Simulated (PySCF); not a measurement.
**Nickel: a sound run and one with changed settings**

Sound run: Ni [Ar] 3d8 4s2, Ni⁺ [Ar] 3d9. Computed with PySCF 2.14 in jorge-DZP-DKH (8s6p2d1f, 43 functions), with the spin-free X2C one-electron Hamiltonian (Gaussian nucleus). In the sound run the correlated levels freeze [Ar]. The sound run starts from symmetry-adapted Hartree-Fock orbitals and uses a fine grid where one is needed.

Changed run: basis STO-3G, all-electron and non-relativistic. This setting is unsound on purpose.

| species | method | sound run (hartree) | changed run (hartree) | converged |
| --- | --- | --- | --- | --- |
| Ni | UHF | -1518.99697 | -1489.73018 | yes |
| Ni | PBE | -1520.20709 | -1490.47566 | yes |
| Ni | M06-2X | -1520.47673 | -1490.77421 | yes |
| Ni | MP2 | -1519.20097 | -1489.77778 | yes |
| Ni⁺ | UHF | -1518.67849 | -1488.44114 | yes |
| Ni⁺ | PBE | n/a | -1489.19622 | yes |
| Ni⁺ | M06-2X | -1520.16834 | -1489.50261 | yes |
| Ni⁺ | MP2 | -1518.92135 | -1488.43990 | yes |

Ionisation energy of Ni:

```json
{"method": "UHF", "sound run (eV)": "8.666", "changed run (eV)": "35.076"}
{"method": "PBE", "sound run (eV)": "n/a", "changed run (eV)": "34.815"}
{"method": "M06-2X", "sound run (eV)": "8.392", "changed run (eV)": "34.602"}
{"method": "MP2", "sound run (eV)": "7.609", "changed run (eV)": "36.405"}
{"method": "SCS-MP2", "sound run (eV)": "7.816", "changed run (eV)": "36.656"}
```

A minimal basis cannot let orbitals breathe on ionisation and holds almost no correlation. The Hamiltonian changed with the basis, so the totals do not compare. A negative ionisation energy or a positive MP2 energy shows that the occupation asked for is not the lowest one in this basis.

For comparison, NIST gives 7.640 eV between the lowest levels.
